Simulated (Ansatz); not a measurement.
Consider the formal exchange of groups at a Ge–C bond: `[GeH3][C]#[C][GeH3]` + `[GeH3][SiH2][SiH2][SiH2][GeH3]` → `[GeH3][SiH2][SiH2][SiH2][GeH2][GeH3]` + `C#[C][GeH3]`.

Computed with Ansatz on PBE0-D4/def2-TZVP structures; ΔE is electronic, products minus reactants. CCSD(T)/CBS is the MP2 limit (def2-TZVPP, def2-QZVPP) plus CCSD(T) − MP2 in def2-TZVPP, frozen cores. Functionals use def2-TZVPP. For Ge outer-core shells are correlated without core-valence functions, which leaves a few kJ/mol of doubt a bond. Scalar relativity is left out up to krypton. Each species was taken in one conformer, which may not be the lowest.

CCSD(T)/CBS gives -0.24 eV.

Task: Another level gave -0.22 eV. Which?
A. HF/def2-TZVPP
B. PBE0/def2-TZVPP
C. BHLYP/def2-TZVPP
D. PBE0-D4/def2-TZVPP

Result: B. PBE0 -0.22, BHLYP -0.14, PBE0-D4 -0.29, HF/def2-TZVPP -0.02 eV.

Largest T1 diagnostic among the species: 0.013.

Leaving LDA and LC-ωPBE aside and taking each functional with its dispersion term where it has one, the values, not all of them listed here, spread over 0.16 eV, from PBE-D4 to B97M-V. LDA lies −0.06 eV from PBE without D4. The D4 term adds −0.11 eV with B3LYP and −0.07 eV with PBE0; it sums over pairs of atoms, weighted by their polarisabilities, and B3LYP, whose exchange is more repulsive, gets the larger term. In def2-TZVPP, CCSD(T) changes the Hartree–Fock value by −0.17 eV (the triples alone add −0.01 eV) and MP2 by −0.17 eV.

B3LYP here is the variant with VWN-RPA as its local correlation; programs differ in this.
